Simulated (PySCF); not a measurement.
# Two probes of the same atoms: core binding energy and nuclear shielding

C₄H₁₁BO₂.
Z-matrix (Å and degrees, PBE0-D3(BJ)/def2-SVP geometry), rows numbered from 1:
```
C 
C   1  1.5192
C   2  1.5142  1  112.78
O   3  1.4058  2  109.55  1   176.48
B   4  1.3679  3  123.14  2   172.94
C   5  1.5735  4  123.68  3    -1.20
O   5  1.3607  4  116.46  3   179.12
H   1  1.0998  2  111.33  3  -179.86
H   1  1.1019  2  111.42  3   -59.87
H   1  1.1021  2  111.56  3    60.16
H   2  1.1029  1  110.53  3  -121.54
H   2  1.1026  1  110.55  3   121.16
H   3  1.1063  2  109.90  1   -61.74
H   3  1.1066  2  109.80  1    55.27
H   6  1.1025  5  111.47  4    52.87
H   6  1.0983  5  111.77  4   174.54
H   6  1.1034  5  110.63  4   -65.04
H   7  0.9645  5  110.59  4     0.55
```

Binding energies: delta-SCF UKS SCAN, pcX-2 on the ionised atom, pcseg-1 elsewhere, spin-free X2C (PySCF). Shieldings: GIAO PBE0/pcSseg-1, non-relativistic, same geometry.

```tsv
atom	C 1s (eV)
C1	290.83
C2	290.72
C3	292.18
C6	290.10
```

Problem. What are the absolute isotropic shieldings of these atoms?

Solution. 
| atom | environment | C 1s (eV) | isotropic shielding (ppm) |
| --- | --- | --- | --- |
| C6 | sp3 carbon bound to boron | 290.10 | 188.4 |
| C2 | chain CH2 carbon | 290.72 | 156.8 |
| C1 | methyl carbon | 290.83 | 173.5 |
| C3 | sp3 carbon bound to oxygen | 292.18 | 115.5 |

Problem. Among the listed atoms, is the one with the highest binding energy also the least shielded?

Solution. Yes: C3 has both (292.18 eV, 115.5 ppm).

By binding energy: C6 < C2 < C1 < C3. By shielding: C3 < C2 < C1 < C6.

Isolated species at its PBE0-D3(BJ)/def2-SVP geometry (one conformer only).
